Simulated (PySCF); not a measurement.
## Computed properties of CH6O2Si2, SMILES O[Si@H]1OC[SiH2]1

CH6O2Si2, SMILES O[Si@H]1OC[SiH2]1. The structure is a stationary point at ωB97X-D3(BJ)/def2-SVP. The structure was generated by enumeration; whether it is a known compound was not checked. Other conformers were not sampled. All values are computed for the isolated molecule unless a solvent is named; none is compared with measurement here.

**Structure.** All 27 harmonic modes at ωB97X-D3(BJ)/def2-SVP (PySCF) are real, so it is a minimum. With heavy atoms numbered as in [OH:1][Si@H:2]1[O:3][CH2:4][SiH2:5]1, the shortest bond between them is O3–C4 at 1.446 Å and the longest Si2–Si5 at 2.326 Å.

**Vibrations.** The strongest infrared lines (harmonic, unscaled, degenerate partners summed) lie at 910 cm⁻¹ (213 km/mol, H 88 %), 833 cm⁻¹ (167 km/mol, H 43 %, Si 27 %, O 26 %), 2299 cm⁻¹ (160 km/mol, H 97 %). The softest mode is at 88 cm⁻¹ and the zero-point energy is 45.9 kcal/mol.

**Electronic structure.** B3LYP/def2-TZVP (PySCF) places the frontier levels at -7.33 and -0.50 eV, a gap of 6.83 eV, and gives a dipole moment of 2.02 D and a mean polarisability of 69.8 bohr³. PBE/def2-TZVP (PySCF) at the same geometry gives -6.32 and -1.16 eV, so its gap is 1.67 eV narrower. An orbital gap is neither the optical nor the fundamental gap.

**Excitations.** TDA-PBE0/def2-SVPD (PySCF) has S1 at 6.03 eV (206 nm, f = 0.031, weak); the most intense of the 10 singlets computed lies at 6.63 eV (f = 0.15). T1 (TDA) is at 5.12 eV, 0.91 eV under S1. TDA-PBE/def2-SVPD (PySCF) puts S1 at 5.51 eV. No vertical singlet excitation falls in the visible range (under 3.1 eV).

**NMR.** GIAO shifts at PBE0/pcSseg-1 (PySCF) (non-relativistic, atoms alike by connectivity averaged): ¹³C at 58.6 ppm against TMS; ¹H from 2.7 to 5.6 ppm against TMS; ²⁹Si from -33.1 to 15.2 ppm against TMS.

**Solvation.** SMD-PBE0/def2-SVP (PySCF) gives -5.1 kcal/mol in water, -4.8 kcal/mol in acetonitrile, -4.7 kcal/mol in dichloromethane (1 M in both phases, gas-phase geometry); of these solvents water holds the molecule best.
